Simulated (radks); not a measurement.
Spin polarisation of the 4d5 shell in the molybdenum ion Mo+. Start: [Kr] 4d(up 2.5, down 2.5); electrons of 4d are moved from spin down to spin up, other shells keep equal spins. Method: scalar-relativistic Kohn-Sham, PBEsol, spin-polarised, spherical densities, point nucleus; computed with a radial shooting solver on a logarithmic mesh with Libxc functionals.

moment (Bohr magnetons)  E - E(0) (eV)  e(4d up) (eV)  e(4d down) (eV)  4p down minus up (eV)
0                                0.000        -10.415          -10.415                  0.000
1                               -0.159        -10.709          -10.072                  0.586
2                               -0.638        -10.957           -9.677                  1.176
3                               -1.441        -11.160           -9.224                  1.771
4                               -2.575        -11.316           -8.714                  2.375
5                               -4.048        -11.422           -8.086                  2.991

At moment 5 the spin-polarisation energy is -4.048 eV and the 4d exchange splitting 3.336 eV, that is 0.667 eV per Bohr magneton; E = -I m^2/4 would give I = 0.648 eV.
